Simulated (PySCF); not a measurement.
# Assigning NMR signals

Geometry:
```
atom   x (Å)   y (Å)   z (Å)
  F1  -2.537  -0.812  -0.313
  C2  -1.294  -0.522  -0.755
  F3  -1.308   0.780  -1.082
  F4  -1.164  -1.200  -1.916
  C5  -0.237  -0.867   0.232
  C6   0.583   0.045   0.713
  C7   1.074   1.397   0.804
  C8   1.677   0.475   1.543
  H9  -0.196  -1.904   0.518
 H10   0.982   2.404   0.479
 H11   2.425   0.206   2.247
```

- GIAO PBE0/pcSseg-1 shieldings
- GFN2-xTB structure
- program: PySCF 2.14.0 with density-fitted response routines
- averaged over atoms made equivalent by symmetry, fast rotation or ring inversion, one conformer, non-relativistic, in vacuum

Referencing at the same level of theory: 13C and 1H vs TMS.

(1) Assign these signals to the numbered atoms. 13C{1H} NMR (computed): δ 145.3 (CH), 139.8 (CH), 135.7 (C), 125.4 (C), 77.5 (CH).

(2) Assign these signals to the numbered atoms. 1H NMR (400 MHz, computed): δ 8.54 (d, 1H), 8.15 (d, 1H), 4.73 (m, 1H).

Answers

(1) 
| δ (ppm) | atoms | environment | reason |
| --- | --- | --- | --- |
| 145.3 | C7 | alkene CH | the olefinic region |
| 139.8 | C8 | alkene CH | – |
| 135.7 | C2 | CF3 carbon | 3 electronegative neighbours deshield it |
| 125.4 | C6 | fully substituted alkene carbon | an sp2 carbon of a C=C bond |
| 77.5 | C5 | alkene CH | – |

(2) 
8.54 → H10, hydrogen on an alkene CH
8.15 → H11, hydrogen on an alkene CH
4.73 → H9, hydrogen on an alkene CH: olefinic region

Splittings by 19F in the carbon and heteronuclear signals aren't shown, as no couplings were computed. Shifts are as computed. Against solution values, carbons near 30 ppm lie about +3 ppm off and those near 130 ppm about +5 ppm (rms about the fit 2.1 ppm; single classes can miss by 10 ppm). Of 1328 compounds with measured shifts, 309 miss one by over three times the rms of a fit or turn the order of signals round; such compounds aren't used in these exercises. Signals without a measured value on file couldn't be tested in this way; 1H shifts scatter by 0.2 ppm about their fit, and single ones miss by 0.5 ppm. No couplings were computed; multiplicities are counted from neighbouring protons, with m where these are inequivalent, close in shift, in a saturated or five-membered ring or joined by F or P, and br s for small geminal =CH2 splittings.
